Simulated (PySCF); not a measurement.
Species: C7H4ClO2 (charge -1).
Z-matrix (Å and degrees, PBE0-D3(BJ)/def2-SVP geometry), rows numbered from 1:
```
O 
C   1  1.2445
O   2  1.2447  1  130.50
C   2  1.5521  1  114.78  3  -179.88
C   4  1.3965  2  120.77  1     0.89
C   5  1.3941  4  121.28  2   179.72
C   6  1.3941  5  118.76  4     0.12
Cl  7  1.7524  6  119.35  5   179.99
C   7  1.3944  6  121.25  5    -0.02
C   9  1.3940  7  118.83  6    -0.08
H   5  1.0937  4  116.30  2    -0.23
H   6  1.0928  5  121.68  4  -179.88
H   9  1.0928  7  119.54  6   180.00
H  10  1.0936  4  116.29  2     0.10
```

Theory: PySCF 2.14.0, PBE0-D3(BJ)/def2-SVP geometry optimisation, gas phase.

Take the most abundant isotopes and a rigid rotor. 

Q: What are A, B and C (GHz)?

A: Ia = 129.29, Ib = 903.93, Ic = 1033.20 u·Å²; 505379 MHz·u·Å²/I gives 3909, 559.1 and 489.1 MHz, that is A = 3.9090, B = 0.5591, C = 0.4891 GHz.

Q: Classify the top.

A: A near-prolate asymmetric top. Ray's parameter κ = (2B − A − C)/(A − C) = -0.959; −1 is the prolate and +1 the oblate limit.

Q: Is it planar, by Δ = Ic − Ia − Ib?

A: Planar: Δ = Ic − Ia − Ib = -0.02 u·Å². For a rigid frame Δ = −2 Σ m c², so it vanishes when all atoms lie in the ab plane; here none is more than 0.01 Å from it.

Q: List the rotational levels J(Ka,Kc) to J = 2 (K).

A: Above 0(0,0), as E/k:
J = 1: 1(0,1) 0.050, 1(1,1) 0.211, 1(1,0) 0.214
J = 2: 2(0,2) 0.151, 2(1,2) 0.308, 2(1,1) 0.318, 2(2,1) 0.801, 2(2,0) 0.801
Those of J = 1 are B + C, A + C and A + B.

Q: Which types of transition are allowed, and where do some lines up to J = 4 fall?

A: The dipole components (about the centre of mass, as the species is charged) are |μa| = 10.23 D, |μb| = 0.00 D, |μc| = 0.00 D; the symmetry axis of this C2v structure is a, so μb and μc vanish by symmetry and there are no b-type or c-type lines. Some lines, for components of 0.1 D or more:

```
type  branch         J(Ka,Kc)   MHz  lower level (cm⁻¹)
   a       Q  3(1,2) ← 3(1,3)   420               0.316
   a       Q  4(1,3) ← 4(1,4)   699               0.451
   a       R  1(0,1) ← 0(0,0)  1048               0.000
   a       R  2(1,2) ← 1(1,1)  2027               0.147
   a       R  2(0,2) ← 1(0,1)  2095               0.035
   a       R  3(1,3) ← 2(1,2)  3039               0.214
   a       R  3(0,3) ← 2(0,2)  3140               0.105
   a       R  3(2,2) ← 2(2,1)  3145               0.557
   a       R  3(2,1) ← 2(2,0)  3149               0.557
   a       R  3(1,2) ← 2(1,1)  3249               0.221
   a       R  4(1,4) ← 3(1,3)  4051               0.316
   a       R  4(0,4) ← 3(0,3)  4182               0.210
   a       R  4(2,3) ← 3(2,2)  4192               0.661
   a       R  4(3,2) ← 3(3,1)  4195               1.226
   a       R  4(3,1) ← 3(3,0)  4195               1.226
   a       R  4(2,2) ← 3(2,1)  4203               0.662
   a       R  4(1,3) ← 3(1,2)  4331               0.330
```

Q: Estimate the classical rotational partition function at 100 K, 200 K and 500 K.

A: Point group C2v, symmetry number σ = 2; q = (√π/σ)·√((kT/h)³/(ABC)), k/h = 20836.6 MHz/K: 81500 at 100 K, 231000 at 200 K, 911000 at 500 K.

No frequency check. The geometry's basis has no diffuse functions, a weakness for an anion. These are rigid-rotor constants of the computed structure; measured ground-state constants (B0) also hold zero-point vibration. Quadrupole hyperfine structure (35Cl) is left out.
